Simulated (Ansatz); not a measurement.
Gas-phase electronic energies from Ansatz, PBE0-D4/def2-TZVP geometries. CBS: MP2 limit from def2 TZ/QZ plus the TZ coupled-cluster correction, frozen cores. This one scheme is used for every species. Functionals use def2-TZVPP. One conformer a species, not always the lowest.

`OC(O)[SiH2][SiH3]` + H₂ → `OC(O)[SiH3]` + SiH₄  (hydrogenolysis of the Si–Si bond)

```json
{"level": "B2PLYP", "ΔE (kJ/mol)": "-27.1"}
{"level": "PBE0", "ΔE (kJ/mol)": "-15.8"}
{"level": "HF/def2-TZVPP", "ΔE (kJ/mol)": "-51.3"}
{"level": "MP2/def2-TZVPP", "ΔE (kJ/mol)": "-21.1"}
{"level": "CCSD(T)/def2-TZVPP", "ΔE (kJ/mol)": "-21.3"}
{"level": "HF/def2-QZVPP", "ΔE (kJ/mol)": "-51.8"}
{"level": "HF/CBS(def2)", "ΔE (kJ/mol)": "-51.9"}
{"level": "CCSD/CBS(def2)", "ΔE (kJ/mol)": "-23.5"}
```

Task: What does CCSD(T)/CBS give? (Best estimate.)

Result: The calculation gave: -18.1 kJ/mol. The listed levels differ from it by -9.0, 2.3, -33.2, -3.0, -3.2, -33.7, -33.8, -5.4 kJ/mol.

Largest T1 diagnostic among the species: 0.013.

The D4 term adds +10.7 kJ/mol with B3LYP and +6.2 kJ/mol with PBE0; it sums over pairs of atoms, weighted by their polarisabilities, and B3LYP, whose exchange is more repulsive, gets the larger term. From PBE to PBE0 (25 % exact exchange), in def2-TZVPP and without D4, ΔE moves by −5.5 kJ/mol.

B3LYP here is the variant with VWN-RPA as its local correlation; programs differ in this.
